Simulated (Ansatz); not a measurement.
Breaking the B1–H2 bond in C2H7B (SMILES BCC) (multiplicity 1 held, fragments rigid). Energies count from the point at 1.195 Å.
Geometry at that point (charge 0, multiplicity 1):
```csv
atom,x (Å),y (Å),z (Å)
B,-0.7451,1.0097,0.7393
H,-1.0555,1.2698,1.8631
H,-1.1425,1.7179,-0.1381
C,0.2045,-0.1837,0.4538
C,0.3821,-0.6374,-0.9973
H,-0.0317,-1.0298,1.1103
H,1.1699,0.1762,0.8572
H,0.6743,0.1982,-1.6362
H,-0.5510,-1.0392,-1.3976
H,1.1427,-1.4149,-1.0944
```

R- and RO- levels are restricted; in cc, def2 and unpolarised 6-31G sets they are followed outwards from rest. Unrestricted levels (U-) break spin symmetry where that is lower. Active spaces are followed from a long bond inwards. Left out are points that failed, MP2 points in a non-variational dive below the minimum, coupled-cluster points behind a sign of a changed root (a jump of the amplitudes, or a one-step jump against full CI or MRCI), small-basis points behind a change of solution, and semi-empirical points at long bonds. Levels need not reach the same state.

Frozen-core correlation.

Programs: Ansatz (Gaussian basis) for Hartree–Fock, density functionals and correlated methods. Each number belongs to the level named beside it.

Energies in kJ/mol.

```
R (Å)  R-PBE/cc-pVTZ  U-PBE/cc-pVTZ  U-r2SCAN/cc-pVTZ  R-CCSD(T)/cc-pVTZ  CASSCF(2,2)/cc-pVTZ
-----  -------------  -------------  ----------------  -----------------  -------------------
0.956            104            104               100                101                  111
1.075             22             22                20                 20                   25
1.195              0              0                 0                  0                    0
1.314             11             11                13                 13                    8
1.433             39             39                43                 43                   34
1.613             96             96               103                104                   89
1.792            158            158               168                169                  147
2.090            255            255               269                266                  236
2.389            335            335               347                342                  304
2.747            410            398               392                399                  358
3.225            478            430               421           left out                  391
3.822            528            440               436           left out                  404
```

Doubts at one or more of the structures used: a restricted determinant that unrestricted orbitals would lower (R-PBE/cc-pVTZ, R-CCSD(T)/cc-pVTZ); a spin-contaminated determinant (U-PBE/cc-pVTZ, U-r2SCAN/cc-pVTZ); other coupled-cluster roots lie near (R-CCSD(T)/cc-pVTZ); T1 above 0.05 (R-CCSD(T)/cc-pVTZ).

Ansatz is a first-principles code.
